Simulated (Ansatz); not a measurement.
CH9BOSi2 can be A, `[SiH3]BOC[SiH3]`, or B, `CB[SiH](O)[SiH3]`.

Program: Ansatz. Geometries: PBE0-D4/def2-TZVP. ΔE: electronic, gas phase. CBS: MP2 limit from def2 TZ/QZ plus the TZ coupled-cluster correction, frozen cores. Functionals use def2-TZVPP. B3LYP here is the variant with VWN-RPA as its local correlation; programs differ in this. Each species was taken in one conformer, which may not be the lowest.

A:

```xyz
14

Si    2.354    1.628   -0.291
B     0.744    0.405   -0.190
O    -0.166    0.599    0.772
C    -1.331   -0.207    0.938
Si   -1.663   -1.604   -0.306
H     2.441    2.244   -1.646
H     3.601    0.834   -0.093
H     2.327    2.719    0.721
H     0.588   -0.499   -0.977
H    -1.290   -0.639    1.943
H    -2.195    0.467    0.934
H    -0.623   -2.662   -0.273
H    -1.834   -1.098   -1.691
H    -2.953   -2.185    0.158
```

B:

```xyz
14

C    -1.682   -0.080   -1.457
B    -0.150    0.152   -1.332
Si    0.920   -0.681    0.142
O     2.571   -0.709   -0.045
Si    0.281    0.530    2.068
H    -2.166   -0.593   -0.624
H    -2.233    0.835   -1.697
H    -1.800   -0.721   -2.346
H     0.378    0.886   -2.125
H     0.526   -2.097    0.387
H     2.968    0.062   -0.452
H     0.604    1.978    1.918
H     0.973    0.029    3.287
H    -1.190    0.411    2.274
```

Q: Which is lower in electronic energy at CCSD(T)/CBS, and by how much? (An estimate is asked.)

A: The calculation gave: B, by 14.5 kcal/mol.

Q: Give E(B) − E(A) in kcal/mol with HF/def2-TZVPP, CCSD(T)/def2-TZVPP, B3LYP-D4, PBE0-D4, r2SCAN-D4, CCSD/def2-TZVPP, B3LYP. (Estimate.)

A: Ansatz gave: HF/def2-TZVPP -13.0, CCSD(T)/def2-TZVPP -13.0, B3LYP-D4 -13.2, PBE0-D4 -15.6, r2SCAN-D4 -15.8, CCSD/def2-TZVPP -13.4, B3LYP -12.9. None reverses the order clearly.

Largest T1 diagnostic: 0.015.

From PBE to PBE0 (25 % exact exchange), in def2-TZVPP and without D4, E(B) − E(A) moves by −0.8 kcal/mol.
